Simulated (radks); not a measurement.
Radial electron density D(r) = 4 pi r^2 rho(r) of an atom or ion with 30 electrons. Calculated with a radial shooting solver on a logarithmic mesh with Libxc functionals: scalar-relativistic Kohn-Sham, PBE, spin-polarised, spherical densities, point nucleus.

| r (bohr) | D(r) (e/bohr) |
|---|---|
| 0.001637 | 1.094 |
| 0.002114 | 1.735 |
| 0.002731 | 2.726 |
| 0.003528 | 4.229 |
| 0.004557 | 6.455 |
| 0.005934 | 9.766 |
| 0.007665 | 14.19 |
| 0.009901 | 19.92 |
| 0.01279 | 26.72 |
| 0.01652 | 33.86 |
| 0.02134 | 39.94 |
| 0.02757 | 43.20 |
| 0.03561 | 42.48 |
| 0.046 | 38.71 |
| 0.05942 | 35.60 |
| 0.07676 | 37.68 |
| 0.09995 | 45.52 |
| 0.1291 | 51.46 |
| 0.1668 | 47.36 |
| 0.2154 | 35.32 |
| 0.2783 | 28.09 |
| 0.3595 | 31.53 |
| 0.4643 | 34.85 |
| 0.5998 | 27.80 |
| 0.7748 | 15.32 |
| 1.001 | 6.681 |
| 1.303 | 3.112 |
| 1.684 | 1.542 |
| 2.175 | 0.5025 |
| 2.809 | 0.07972 |
| 3.629 | 0.004798 |

What is the nuclear charge?

Answer. Z = 35. The innermost maximum, from 1s, lies near gamma/Z bohr with gamma = sqrt(1 - (Z/c)^2) = 0.967, here 0.0276 bohr (found: 0.0299), and its height grows with Z. The density is that of the bromine ion Br5+ in [Ar] 3d10 4s2; the configuration itself is not fixed sharply by these data, and Z only to about a unit. D(r) has 3 maxima, at r = 0.0299, 0.134, 0.450 bohr, and minima at 0.0623, 0.285 bohr, inside which lie 2.07, 11.01 electrons.
